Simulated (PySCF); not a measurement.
Si(Cl)2(OH)2 (Cl₂H₂O₂Si), SMILES O[Si](Cl)(O)Cl. Heavy atoms are numbered as in [OH:1][Si:2]([OH:3])([Cl:4])[Cl:5]. Hydrogens are named by the atom that carries them.

Coordinates come from a PBE0-D3(BJ)/def2-SVP optimisation. One conformer was computed; it need not be the lowest.

Method: r2SCAN/def2-TZVP (PySCF).

Atomic charges (e), one atom of each kind:

| atom | Löwdin | meta-Löwdin |
|---|---|---|
| O1 (OH) | -0.10 | (withheld) |
| Si2 | -0.71 | (withheld) |
| Cl4 | 0.27 | (withheld) |
| H on O1 | 0.19 | (withheld) |

Question: Complete the blanks. (Estimate from the structure and the level; the computed values follow.)

Answer: 
- O1 (OH), meta-Löwdin: -0.75
- Si2, meta-Löwdin: 1.33
- Cl4, meta-Löwdin: -0.28
- H on O1, meta-Löwdin: 0.37

Computed Mayer and Wiberg (Löwdin basis) orders of the bonds:
```tsv
bond	Mayer	Wiberg
O1–Si2	1.25	1.71
Si2–O3	1.25	1.71
Si2–Cl4	1.18	1.84
Si2–Cl5	1.18	1.84
```
